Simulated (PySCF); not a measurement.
Compound: CH8BNS.
Numbering: `[CH3:1][S:2][BH2-:3][NH3+:4]` (hydrogens: H5, H6, H7 on C1; H8, H9 on B3; H10, H11, H12 on N4)

Cartesian coordinates in Å at the PBE0-D3(BJ)/def2-SVP level; atoms count from 1:
```xyz
12
CH8BNS angstrom
C      1.8679   -0.4356   -0.2528
S      0.7886    0.2114    1.0572
B     -0.7129    0.8049    0.0933
N     -1.6500   -0.5117   -0.2036
H      2.8133   -0.7532    0.2095
H      2.0843    0.3431   -0.9992
H      1.4428   -1.3115   -0.7704
H     -1.3909    1.5193    0.8133
H     -0.4561    1.2816   -1.0019
H     -2.5417   -0.2605   -0.6358
H     -1.8318   -0.9969    0.6773
H     -1.1725   -1.1710   -0.8200
```

Jobs on this species (12 atoms, 42 electrons) with PySCF (density fitting). Hardware of each: Arm Neoverse V1, one thread (shared host). Other jobs ran on the host; a repeat could differ by tens of per cent or more.

```tsv
level and settings	work	basis functions	SCF cycles	wall time
delta-SCF UKS SCAN, pcX-2 on the ionised atom, pcseg-1 elsewhere, spin-free X2C	ΔSCF core ionisation, 5 holes	142	?	?
PBE0/STO-3G	shieldings, charges and field gradients	32	?	?
PBE0/6-31G*	shieldings, charges and field gradients	76	12	5.4 s
BHandHLYP/pcSseg-2	shieldings	263	12	26 s
PBE0/def2-SVP	shieldings, charges and field gradients	100	12	6.2 s
PBE0/pcSseg-1	shieldings, charges and field gradients	115	12	8.0 s
mPW1PW91/pcSseg-2	shieldings	263	12	24 s
B97-2/pcSseg-2	shieldings	263	12	26 s
CAM-B3LYP/pcSseg-2	shieldings	263	12	36 s
```

Question: Fill in the missing figures.

Answer: 
- delta-SCF UKS SCAN, pcX-2 on the ionised atom, pcseg-1 elsewhere, spin-free X2C; ΔSCF core ionisation, 5 holes: 27 s, 75 SCF cycles
- PBE0/STO-3G; shieldings, charges and field gradients: 2.2 s, 11 SCF cycles

Question: What do all jobs in the table cost together?

Answer: About 2.7 min; the longest takes about 22 % of that, and about 16 times as long as the shortest.
